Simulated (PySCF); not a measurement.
Compound: TMS-CHClF, C4H10ClFSi.
Z-matrix (Å and degrees, GFN2-xTB geometry), rows numbered from 1:
```
C 
Si  1  1.8998
C   2  1.9010  1  112.93
C   2  1.9040  1  112.49  3  -128.56
C   2  1.9496  1  106.54  3   116.19
F   5  1.3678  2  110.54  1    59.71
Cl  5  1.7843  2  110.43  1   -59.45
H   1  1.0865  2  110.93  3  -172.67
H   1  1.0863  2  111.26  3   -52.93
H   1  1.0856  2  111.33  3    67.27
H   3  1.0861  2  111.78  1   179.68
H   3  1.0852  2  110.89  1   -60.33
H   3  1.0857  2  111.12  1    59.44
H   4  1.0861  2  111.29  1   -58.86
H   4  1.0853  2  111.06  1    61.01
H   4  1.0863  2  111.56  1  -179.09
H   5  1.0936  2  115.27  1  -179.89
```

The calculation used TDDFT CAM-B3LYP/def2-SVPD, vertical, gas phase, core orbitals frozen in the response in PySCF 2.14.0, density-fitted response routines.

Each state is given a Gaussian of 0.3 eV full width at half maximum, with ε(max) = 2.175×10⁸ f / Δν̃ (Δν̃ the width in cm⁻¹). The width is an assumption, not a result. The curve ends short of the highest state used, and states not computed would add to its high-energy end.

(E (eV), ε (L mol⁻¹ cm⁻¹)): (6.46, 5), (6.53, 27), (6.60, 120), (6.67, 391), (6.74, 937), (6.81, 1661), (6.88, 2178), (6.96, 2051), (7.03, 1408), (7.10, 715), (7.17, 268), (7.24, 76), (7.31, 23), (7.38, 32), (7.45, 87), (7.52, 197), (7.60, 386), (7.67, 598), (7.74, 844), (7.81, 1101), (7.88, 1314), (7.95, 1459), (8.02, 1619), (8.09, 2166)

**Question.** Locate the maxima and give the states behind the curve.

**Answer.** 179 nm (6.91 eV), ε about 2200, made up of S1 (100%) (ε in L mol⁻¹ cm⁻¹; maxima over ε = 5, shares over 10%). At its high-energy end, 8.09 eV, the curve is still rising (ε about 2200, from S4 and S5). The states used: S1 6.91 eV (f 0.025); S2 7.66 eV (f 0.0034); S3 7.86 eV (f 0.0091); S4 8.04 eV (f 0.011); S5 8.36 eV (f 0.101); S6 8.44 eV (f 0.013); S7 8.47 eV (f 0.094); S8 8.69 eV (f 0.033).

**Question.** What would ε be at 6.91 eV, the highest of these maxima, with half the width (0.15 eV)?

**Answer.** About 4460 L mol⁻¹ cm⁻¹ against 2230, a factor of about 2.00; a lone state at its own centre would give exactly 2.

**Question.** Coming from long wavelengths, where does ε first pass 100 L mol⁻¹ cm⁻¹?

**Answer.** At about 188 nm (6.59 eV), 0.32 eV below S1.

On one thread, x86-64 server (shared host), this took 48 s of wall time.
